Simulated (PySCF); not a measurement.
**What settings do to a single point of [Au3]−**

The sound run of [Au3]− (triplet) uses PySCF 2.14.0, UKS PBE0, Au def2-SVP with ECP60; non-relativistic Hamiltonian with scalar-relativistic core potentials where named; density fitting; no spin-orbit coupling, grid (50, 194), threshold 1e-8 Eh and 55 cycles, at the relaxed geometry:

```xyz
3

Au    1.5944    0.0000    0.0000
Au   -0.7972    1.3808    0.0000
Au   -0.7972   -1.3808    0.0000
```

There Au1 has a Mulliken charge of -0.33 e and the dipole about the centre of mass is 0.00 D. Each run below changes one thing and starts from free metal ions and neutral atoms unless it says otherwise; with 55 cycles, smearing, a level shift and second-order steps follow where DIIS fails, and their cycles count. Energy shifts count from the sound run.

```
                change    outcome  cycles  energy shift (eV)  largest force component (eV/Å)  charge on Au1 (e)  dipole about the centre of mass (D)
all coordinates × 1.12  converged       9               0.39                            1.01              -0.33                                 0.00
```

(1) One further run converged with energy shift (eV) 0.0039, largest force component (eV/Å) 0.00, charge on Au1 (e) -0.33, dipole about the centre of mass (D) 0.00. Which change was it?
A. cycle limit 3
B. grid (99, 590)
C. start from a density of up to 30 smeared cycles (not counted)

(2) And the other changes listed?

Started from ions, an open shell can land on another state than the sound run's, and that then enters the shifts.

Forces carry noise of the integration grid, about 0.01 to 0.03 eV/Å.

Open shells may have lower solutions than the one found.

## Answers

(1) B.

(2) 
| change | outcome | cycles | energy shift (eV) | largest force component (eV/Å) | charge on Au1 (e) | dipole about the centre of mass (D) |
| --- | --- | --- | --- | --- | --- | --- |
| start from a density of up to 30 smeared cycles (not counted) | converged | 9 | 0.0000 | 0.01 | -0.33 | 0.00 |
| cycle limit 3 | not converged | 3 | – | – | – | – |
